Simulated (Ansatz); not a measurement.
Isolated molecules relaxed with PBE0-D4/def2-TZVP in Ansatz; ΔE leaves out vibrations. CBS: MP2 limit from def2 TZ/QZ plus the TZ coupled-cluster correction, frozen cores. Functionals use def2-TZVPP. For Ga, Ge outer-core shells are correlated without core-valence functions, which leaves a few kJ/mol of doubt a bond. Scalar relativity is left out up to krypton. Each species was taken in one conformer, which may not be the lowest.

Consider the cleavage of the Ge–Ga bond: `[Cl][GaH][GeH3]` + `OPO` → `O[P](O)[GeH3]` + `[Cl][GaH2]`.

`[Cl][GaH][GeH3]`:

Cartesian coordinates in Å:
```
Cl 0.937 2.641 0.730
Ga 1.085 0.748 -0.297
Ge -0.787 -0.756 0.107
H 2.380 0.601 -1.161
H -0.859 -1.101 1.604
H -2.102 -0.069 -0.294
H -0.654 -2.065 -0.690
```

`OPO`:

```xyz
6

O    -0.687    0.530   -0.911
P     0.689    0.386   -0.017
O     0.595   -1.115    0.615
H    -0.502    0.375   -1.841
H     0.133    1.120    1.074
H    -0.228   -1.296    1.081
```

`O[P](O)[GeH3]`:

Cartesian coordinates in Å:
```
O 1.300 0.446 -1.173
P 0.946 0.633 0.433
O -0.085 1.906 0.446
Ge -0.598 -1.135 0.456
H 2.140 0.862 -1.386
H -0.837 1.818 -0.151
H 0.069 -2.461 0.062
H -1.211 -1.268 1.860
H -1.724 -0.800 -0.548
```

`[Cl][GaH2]`:

```xyz
4

Cl    1.211    1.213    0.914
Ga   -0.129   -0.129   -0.097
H    -1.299    0.555   -0.861
H     0.217   -1.639    0.043
```

```tsv
species	B97M-V energy (Eh)
`[Cl][GaH][GeH3]`	-4463.65581
`OPO`	-493.58296
`O[P](O)[GeH3]`	-2571.40590
`[Cl][GaH2]`	-2385.82315
```

Question: Work out ΔE.

Answer: ΔE = (-2571.40590) + (-2385.82315) − (-4463.65581) − (-493.58296) = 0.00972 Eh = +0.26 eV. CCSD(T)/CBS gives +0.42 eV.

Question: What do rigid-rotor, harmonic-oscillator terms from PBE0-D4/def2-TZVP frequencies (298.15 K, 1 bar) make of the CCSD(T)/CBS value? (Best estimate.)

Answer: Computed: ΔZPE = -0.06 eV, ΔH = +0.36 eV, ΔS = -24 J/(mol·K), ΔG = +0.43 eV. Modes under 50 cm⁻¹ make the entropy rough.

Largest T1 diagnostic among the species: 0.014.

In def2-TZVPP, CCSD(T) changes the Hartree–Fock value by −0.05 eV (the triples alone add −0.02 eV) and MP2 by −0.05 eV. From r2SCAN to r2SCAN0 (25 % exact exchange), in def2-TZVPP and without D4, ΔE moves by +0.04 eV. Leaving LDA and LC-ωPBE aside and taking each functional with its dispersion term where it has one, the values, not all of them listed here, spread over 0.16 eV, from B97M-V to BHLYP-D4. LDA lies −0.05 eV from PBE without D4.
